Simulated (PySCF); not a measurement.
1-bromo-2,2-dichloro-1-fluoroethene (C2BrCl2F), SMILES C(F)(Br)=C(Cl)Cl. The structure is a stationary point at PBE-D3(BJ)/def2-SVP.

Calculation: PBE-D3(BJ)/def2-SVP run with PySCF.

Harmonic wavenumbers (cm⁻¹): 103, 143, 232, 300, 320, 339, 486, 501, 780, 949, 1173, 1639. Rotational constants (GHz): 2.365, 0.9108, 0.6575; symmetry number 1.

### Question
Work out the zero-point energy and the ideal-gas rigid-rotor harmonic-oscillator thermochemistry at 298.15 K and 1 atm.

### Answer
ZPE = ½ Σ hcν = ½ × 6964 cm⁻¹ = 9.96 kcal/mol. H − E(el) = 14.64 kcal/mol. Entropy in cal/(mol K): translation 41.69, rotation 29.81, vibration 13.71, total 85.21. G − E(el) = -10.76 kcal/mol. Cp = 22.42 cal/(mol K). Modes under 150 cm⁻¹ make the vibrational entropy uncertain.
